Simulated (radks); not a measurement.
Problem. Coherent X-ray form factor from a spherical all-electron density. Calculated with a radial shooting solver on a logarithmic mesh with Libxc functionals: non-relativistic Kohn-Sham, RPBE, spin-polarised, spherical densities, point nucleus.

sin(theta)/lambda (1/angstrom)  f0 (electrons)
0.05                                    10.834
0.1                                     10.391
0.15                                     9.794
0.2                                      9.152
0.25                                     8.521
0.3                                      7.915
0.4                                      6.755
0.5                                      5.663
0.6                                      4.684
0.8                                      3.209
1                                        2.329
1.25                                     1.760
1.5                                      1.481
2                                        1.192

The species is in the configuration that NIST lists as its ground one. Which atom or ion scatters so?

Solution. The aluminium ion Al2+, [Ne] 3s1. Extrapolating in s^2 from the first two rows gives f0(0) = 11.0, near the electron count 11; among species with that count, the fall with angle is slower the higher Z, and the table is that of Z = 13; from so few rows the species is fixed only to a neighbour or two.
